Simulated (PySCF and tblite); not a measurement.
2 regioisomers of C7H5NO2:

```json
{"isomer": "A", "SMILES": "[CH:1]#[C:2][c:3]1[cH:4][n+:5]([O-:6])[cH:7][cH:8][c:9]1[OH:10]"}
{"isomer": "B", "SMILES": "[CH:1]#[C:2][c:3]1[cH:4][c:5]([OH:6])[cH:7][cH:8][n+:9]1[O-:10]"}
```

Each isomer is a Boltzmann average at 298.15 K over at most 4 conformers: GFN2-xTB geometries, energies PBE0/pcSseg-1 (D3(BJ) added where defined), GIAO shieldings PBE0/pcSseg-1, GFN2-xTB thermal terms. Programs: PySCF with density fitting and tblite.

Task: What shifts does each isomer give (ppm)?

Result: 
A: ¹H (against TMS): 8.31 (H4, 1H), 8.18 (H7, 1H), 7.00 (H8, 1H), 3.21 (H1, 1H). ¹³C (against TMS): 159.0 (C9), 147.0 (C4), 146.8 (C7), 118.5 (C8), 111.1 (C3), 96.6 (C1), 79.3 (C2). ¹⁵N (against NH3): 323.5 (N5).

B: ¹H (against TMS): 8.21 (H8, 1H), 6.93 (H4, 1H), 6.73 (H7, 1H), 3.28 (H1, 1H). ¹³C (against TMS): 155.2 (C5), 145.5 (C8), 137.4 (C3), 122.1 (C4), 118.1 (C7), 98.4 (C1), 81.2 (C2). ¹⁵N (against NH3): 329.0 (N9). H not on carbon is left out.

Other tautomers (keto or thione forms) aren't considered and may dominate. H on N, O and S are left out: they exchange, and hydrogen bonds move them by several ppm. Unscaled ¹⁵N shifts at such levels can be off by tens of ppm; differences between conformers or isomers are more reliable. Shifts are unscaled: against experiment ¹³C can be off by 15 ppm or more and ¹H by 0.8 ppm.


¹⁵N shifts are against a computed isolated NH3 molecule, about 20 ppm from the liquid.